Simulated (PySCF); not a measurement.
How methods differ on the ionisation energy of Hf⁴⁶⁺

Hf⁴⁶⁺ [Ar] 3d8 [3d3/2^4 3d5/2^4, M_J = 4] → Hf⁴⁷⁺ [Ar] 3d7 [3d3/2^4 3d5/2^3, M_J = 9/2], as a difference of total energies. Calculation: PySCF 2.14, in an uncontracted even-tempered set (16 s from 11 bohr⁻², ratio 2.8; 13 p from 15 bohr⁻², ratio 2.8; 8 d from 15 bohr⁻², ratio 2.8; 3 f from 53 bohr⁻², ratio 3); the two-component X2C-1e Hamiltonian. Correlated levels: [Ne] frozen; the 80 highest virtual spinors dropped. "Screened" scales the spin-orbit matrix elements by Boettger's factors to mimic the two-electron term; Breit and QED terms are absent.

```json
{"method": "GHF (spin-free)", "ionisation energy (eV)": "4007.2"}
{"method": "GMP2 (spin-free)", "ionisation energy (eV)": "4008.3"}
{"method": "GHF (screened spin-orbit)", "ionisation energy (eV)": "3985.5"}
{"method": "GMP2 (screened spin-orbit)", "ionisation energy (eV)": "3986.6"}
```

Breit and QED terms and the two-electron picture change are absent.

The spin-free rows relax to the high-spin LS determinant and lack the spin-orbit shift.

The labels give the starting determinants; with spin-orbit coupling the two ends relaxed to ⟨J²⟩ = 20.00, ⟨L²⟩ = 13.07, ⟨S²⟩ = 1.80 and ⟨J²⟩ = 24.75, ⟨L²⟩ = 15.83, ⟨S²⟩ = 2.58.

For comparison: 3984 ± 4 eV (theoretical estimate listed by NIST; NIST Atomic Spectra Database, ionization energies).
